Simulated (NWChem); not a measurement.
A series in which one site is exchanged, each optimised at B3LYP/6-31G* with NWChem, gas phase unless a solvent is named. Pople sets run with spherical d functions. This build's default masses of Se (78.918 u) and Br (79.917 u) are each other's, which moves their modes by up to 0.6 %.

A: FC=C=CCl (C$_{3}$H$_{2}$ClF; site = Cl)
B: C=C=CF (C₃H₃F; site = H)
C: FC=C=CF (C₃H₂F₂; site = F)
D: FC=C=CBr (C3H2BrF; site = Br)

```tsv
quantity	A	B	C	D
orbital gap (eV), B3LYP/6-31G*	6.74	?	7.22	6.11
highest harmonic frequency (cm⁻¹), B3LYP/6-31G*	3218	?	3205	3228
SMD solvation free energy in n-hexane, B3LYP/6-31G* (kcal/mol)	-2.7	?	-1.5	-3.5
```

Question: Some entries are withheld; supply them.

Answer: 
- orbital gap (eV), B3LYP/6-31G*, B: 6.50
- highest harmonic frequency (cm⁻¹), B3LYP/6-31G*, B: 3214
- SMD solvation free energy in n-hexane, B3LYP/6-31G* (kcal/mol), B: -1.7
